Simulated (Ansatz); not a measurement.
Reaction (silylene formation by 1,1-elimination): `C=C[SiH](S)Cl` → ethylene + `S[Si]Cl`

Isolated molecules relaxed with PBE0-D4/def2-TZVP in Ansatz; ΔE leaves out vibrations. CCSD(T)/CBS adds triple-zeta CCSD(T) − MP2 to the extrapolated MP2 energy (def2 sets, frozen cores). This one scheme is used for every species. DFT in def2-TZVPP. B3LYP here is the variant with VWN-RPA as its local correlation; programs differ in this. One conformer a species, not always the lowest.

CCSD(T)/CBS gives +143.7 kJ/mol.

(1) Another level gave +131.6 kJ/mol. Which?
A. PBE-D4/def2-TZVPP
B. SCS-MP2/def2-TZVPP
C. B3LYP/def2-TZVPP
D. ωB97M-V/def2-TZVPP

Largest T1 diagnostic among the species: 0.014.

Results:

(1) A. PBE-D4 131.6, ωB97M-V 136.2, B3LYP 112.5, SCS-MP2/def2-TZVPP 147.5 kJ/mol.

The D4 term adds +18.7 kJ/mol with B3LYP and +10.5 kJ/mol with PBE0; it sums over pairs of atoms, weighted by their polarisabilities, and B3LYP, whose exchange is more repulsive, gets the larger term. From PBE to PBE0 (25 % exact exchange), in def2-TZVPP and without D4, ΔE moves by +18.2 kJ/mol. Leaving LDA and LC-ωPBE aside and taking each functional with its dispersion term where it has one, the values, not all of them listed here, spread over 43.0 kJ/mol, from BLYP-D4 to r2SCAN0-D4. LDA lies +34.9 kJ/mol from PBE without D4.

CCSD(T)/CBS has its own doubt, a few kJ/mol and more with outer-core shells, so smaller differences from it don't rank the levels.
